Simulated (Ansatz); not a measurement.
Consider the ligand exchange at the Si–C bond: `F[C@H](Cl)[Si@@H]1CO1` + `N[SiH3]` → `[SiH3]N[SiH]1CO1` + `FCCl`.

Program: Ansatz. Geometries: PBE0-D4/def2-TZVP. ΔE: electronic, gas phase. CBS: MP2 limit from def2 TZ/QZ plus the TZ coupled-cluster correction, frozen cores. This one scheme is used for every species. DFT in def2-TZVPP. One conformer a species, not always the lowest.

```
                species  ωB97X-V energy (Eh)
`F[C@H](Cl)[Si@@H]1CO1`          -1003.28655
              `N[SiH3]`           -347.23732
     `[SiH3]N[SiH]1CO1`           -751.26114
                 `FCCl`           -599.30328
```

(1) Work out ΔE.

Largest T1 diagnostic among the species: 0.013.

Answers

(1) ΔE = (-751.26114) + (-599.30328) − (-1003.28655) − (-347.23732) = -0.04055 Eh = -106.5 kJ/mol. CCSD(T)/CBS gives -109.3 kJ/mol.

In def2-TZVPP, CCSD(T) changes the Hartree–Fock value by +17.0 kJ/mol (the triples alone add +2.9 kJ/mol) and MP2 by +14.3 kJ/mol. From PBE to PBE0 (25 % exact exchange), in def2-TZVPP and without D4, ΔE moves by −8.7 kJ/mol.
